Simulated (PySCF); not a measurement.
Fractional electron number in B(2+) (boron, charge +2)

The 2s alpha orbital of [He] 2s1 is emptied in steps (occupation f), with all orbitals relaxed, ending at 1s2. Computed with PySCF 2.14 in aug-cc-pVTZ-DK (5s4p3d2f, 46 functions), with the spin-free X2C one-electron Hamiltonian (Gaussian nucleus). The exact energy is a straight line in f; departures are measured from the line between the end points of the same method.

Question: Among UHF, LDA, PBE, PBE0, LC-wPBE, BHandHLYP, B3LYP, which shows the largest delocalisation error (convex curve), and which is closest to linear?

Answer: Most convex: PBE (-1.286 eV at f = 0.4); closest to linear: UHF (0.001 eV).

```
  f  UHF (eV)  LDA (eV)  PBE (eV)  PBE0 (eV)  LC-wPBE (eV)  BHandHLYP (eV)  B3LYP (eV)
  1     0.000     0.000     0.000      0.000         0.000           0.000       0.000
0.8     0.001    -0.870    -0.892     -0.659        -0.181          -0.488      -0.747
0.6     0.001    -1.270    -1.315     -0.969        -0.257          -0.729      -1.107
0.4     0.001    -1.217    -1.286     -0.944        -0.242          -0.730      -1.090
0.2     0.001    -0.748    -0.830     -0.607        -0.153          -0.496      -0.715
  0     0.000     0.000     0.000      0.000         0.000           0.000       0.000
```

```csv
method,E(f=0) − E(f=1) (eV),−ε at f=1 (eV),−ε at f=0.4 (eV)
UHF,37.826,37.829,37.825
LDA,37.903,32.361,39.255
PBE,38.293,32.648,39.531
PBE0,38.234,34.051,39.161
LC-wPBE,38.374,37.181,38.650
BHandHLYP,38.365,35.305,38.954
B3LYP,38.486,33.774,39.488
```

As f goes to zero the orbital energy of a semilocal functional can turn back, because the density of that orbital vanishes from the exchange-correlation potential.

Reference removal energy between the ground levels: 37.931 eV (measured; NIST Atomic Spectra Database, ionization energies). UHF lacks correlation.
